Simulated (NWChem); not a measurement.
The numbers come from NWChem runs, not from measurements. System: HIn, charge 1, spin multiplicity 2, at the geometry of a parent with another charge or spin, in a state set for the comparison that need not be this species' ground state. Its SCF solution wasn't tested for a lower state. Level: UPBE/def2-TZVP with def2 effective core potentials on In.

Job file:

```
start mol
memory heap 200 mb stack 900 mb global 1100 mb
charge 1
geometry units angstroms nocenter noautoz
  In     0.000000     0.000000     0.037260
  H      0.000000     0.000000    -1.825728
  symmetry group C2v
end
basis spherical
  * library def2-tzvp
end
ecp
  In library def2-ecp
end
dft
  xc xpbe96 cpbe96
  odft
  mult 2
  semidirect memsize 60000000 filesize 0
  iterations 100
end
task dft energy
```

Output (cleaned and shortened):

```
             Northwest Computational Chemistry Package (NWChem) 7.3.0
             --------------------------------------------------------

                                NWChem Input Module
                                -------------------

 Scaling coordinates for geometry "geometry" by  1.889725989
 (inverse scale =  0.529177249)

 Turning off AUTOSYM since
 SYMMETRY directive was detected!

                             Geometry "geometry" -> ""
                             -------------------------

 Output coordinates in angstroms (scale by  1.889725989 to convert to a.u.)

  No.       Tag          Charge          X              Y              Z
 ---- ---------------- ---------- -------------- -------------- --------------
    1 In                  49.0000     0.00000000     0.00000000     0.03726000
    2 H                    1.0000     0.00000000     0.00000000    -1.82572800

 Effective nuclear repulsion energy (a.u.)      13.9183318416

            Nuclear Dipole moment (a.u.)
            ----------------------------
        X                 Y               Z
 ---------------- ---------------- ----------------
     0.0000000000     0.0000000000     0.0000226767

      Symmetry information
      --------------------

 Group name             C2v
 Group number             16
 Group order               4
 No. of unique centers     2

      Symmetry unique atoms

     1    2


 Summary of "ao basis" -> "" (spherical)
 ------------------------------------------------------------------------------
       Tag                 Description            Shells   Functions and Types
 ---------------- ------------------------------  ------  ---------------------
 *                         def2-tzvp                  on all atoms

 Summary of "ao basis" -> "ao basis" (spherical)
 ------------------------------------------------------------------------------
       Tag                 Description            Shells   Functions and Types
 ---------------- ------------------------------  ------  ---------------------
 In                        def2-tzvp                16       50   6s5p3d2f
[...]
              MO Center=  9.1D-16,  3.8D-16, -3.9D-02, r^2= 3.3D+00
   Bfn.  Coefficient  Atom+Function         Bfn.  Coefficient  Atom+Function
  ----- ------------  ---------------      ----- ------------  ---------------
    16      0.595407  1 In px                13      0.449132  1 In px
    10     -0.365395  1 In px                19      0.109310  1 In px
     7     -0.056769  1 In px                35      0.043154  1 In d  1

 Vector   13  Occ=0.000000D+00  E=-3.083619D-01  Symmetry=b2
              MO Center= -1.8D-17, -2.2D-16, -3.9D-02, r^2= 3.3D+00
   Bfn.  Coefficient  Atom+Function         Bfn.  Coefficient  Atom+Function
  ----- ------------  ---------------      ----- ------------  ---------------
    17      0.595407  1 In py                14      0.449132  1 In py
    11     -0.365395  1 In py                20      0.109310  1 In py
     8     -0.056769  1 In py                33     -0.043154  1 In d -1

   alpha - beta orbital overlaps
   -----------------------------

   alpha      1      2      3      4      5      6      7      8      9     10
    beta      1      2      3      4      7      5      6      8      9     10
 overlap   1.000  1.000  1.000  1.000  1.000  1.000  1.000  1.000  1.000  0.985

   alpha     11     12     13     14     15     16     17     18     19     20
    beta     11     12     13     14     15     17     16     18     19     20
 overlap   0.985  0.999  0.999  0.993  0.972  0.942  0.942  0.974  0.942  0.942

   alpha     21     22     23     24     25     26     27     28     29     30
    beta     22     21     23     24     25     27     26     28     29     31
 overlap   1.000  1.000  0.997  0.994  0.998  0.999  0.999  0.998  0.998  0.999

   alpha     31     32     33     34     35     36     37     38     39     40
    beta     30     32     33     34     35     36     37     38     39     40
 overlap   0.999  1.000  1.000  0.999  0.999  0.999  0.999  0.999  0.999  0.999

   alpha     41     42     43     44     45     46     47     48     49     50
    beta     41     42     44     43     45     46     49     47     48     50
 overlap   0.999  0.995  1.000  1.000  1.000  1.000  0.994  0.999  0.999  0.987

   alpha     51     52     53     54     55     56
    beta     51     52     54     53     55     56
 overlap   0.991  1.000  1.000  1.000  1.000  1.000

     --------------------------
     Expectation value of S2:
     --------------------------
      <S2> =      0.7575 (Exact =     0.7500)

 center of mass
 --------------
 x =   0.00000000 y =   0.00000000 z =   0.03980101

 moments of inertia (a.u.)
 ------------------
          12.382556571166           0.000000000000           0.000000000000
           0.000000000000          12.382556571166           0.000000000000
           0.000000000000           0.000000000000           0.000000000000

     Multipole analysis of the density
     ---------------------------------

     L   x y z        total         alpha         beta         nuclear
     -   - - -        -----         -----         ----         -------
     0   0 0 0      1.000000    -11.000000    -10.000000     22.000000

     1   1 0 0     -0.000000      0.000000     -0.000000      0.000000
     1   0 1 0      0.000000      0.000000     -0.000000      0.000000
     1   0 0 1     -0.110268      1.424750      0.436473     -1.971491

     2   2 0 0    -13.396357     -7.417015     -5.979341      0.000000
     2   1 1 0     -0.000000     -0.000000      0.000000      0.000000
     2   1 0 1     -0.000000     -0.000000      0.000000      0.000000
     2   0 2 0    -13.396357     -7.417015     -5.979341      0.000000
     2   0 1 1     -0.000000     -0.000000      0.000000      0.000000
     2   0 0 2    -13.565615    -17.385100     -8.187995     12.007479

 Task  times  cpu:        1.2s     wall:        1.2s

 Total times  cpu:        1.2s     wall:        1.2s
```
